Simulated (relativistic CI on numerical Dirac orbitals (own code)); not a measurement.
Sensitivity of the levels of Au¹⁵⁺ to α and to the nuclear radius

These numbers are calculated, not measured: Dirac-Coulomb-Breit CI, separate exchange-only KLI orbitals for each configuration, derivatives by finite differences, unscaled Slater integrals, QED left out (own radial code, finite nucleus).

Configuration list (outside the closed core [Kr] 4d10): 4f14 5s2 5p2, 4f14 5s 5p3, 4f14 5s2 5p 5d, 4f13 5s2 5p3, 4f14 5s 5p2 5d, 4f14 5p4, 4f13 5p5, 4f14 5s2 5d2, 4f14 5s 5d3. Double excitations out of closed p, d and f shells are left out; levels of such configurations are missing from the list, as are those of other unlisted configurations, and high levels can miss mixing partners.

With x = (α/α₀)² − 1 an excitation energy changes as ω = ω₀ + qx; K = 2q/ω₀ is the relative enhancement. Terms are leading LS components, so labels can repeat. The field-shift factor is F = δν/δ⟨r²⟩ for the transition from the lowest level.

Lowest level 4f14 5s2 5p2 3P_0.

| Level | ω₀ (cm⁻¹) | q (cm⁻¹) | K | F (GHz/fm²) |
| --- | --- | --- | --- | --- |
| 4f14 5s2 5p2 3P_1 | 156157 | 220800 | 2.83 | -44.9 |
| 4f14 5s2 5p2 1D_2 | 172393 | 221200 | 2.57 | -44.8 |
| 4f14 5s2 5p2 3P_2 | 340810 | 444000 | 2.61 | -93.9 |
| 4f14 5s2 5p2 1S_0 | 376140 | 444300 | 2.36 | -95.6 |
| 4f13 5s2 5p3 3G_5 | 464554 | -155300 | -0.668 | 53.7 |
| 4f13 5s2 5p3 3D_2 | 468990 | -153400 | -0.654 | 53.6 |
| 4f13 5s2 5p3 3F_3 | 473087 | -153600 | -0.649 | 53.4 |
| 4f14 5s 5p3 5S°_2 | 477668 | 294800 | 1.23 | -646 |
| 4f13 5s2 5p3 3F_4 | 480575 | -151800 | -0.632 | 53.1 |
| 4f13 5s2 5p3 3D_1 | 490894 | -127900 | -0.521 | 55.5 |
| 4f13 5s2 5p3 3G_4 | 502105 | -127100 | -0.506 | 55.4 |
| 4f13 5s2 5p3 3F_2 | 507921 | -125900 | -0.496 | 54.7 |
| 4f13 5s2 5p3 3F_3 | 512432 | -124300 | -0.485 | 54.8 |

At this charge transitions that keep the count of f electrons are usually good to a few per cent. Levels and lines within the n = 5 or 6 shells can be off by up to 10 % or somewhat more, and those that change n by about 2 %, since core polarisation is missing. Levels that differ in their count of f electrons can be misplaced by several ten thousand cm⁻¹, since the correlation energy of f electrons is missing or only estimated; rates across such gaps can be off by orders of magnitude.
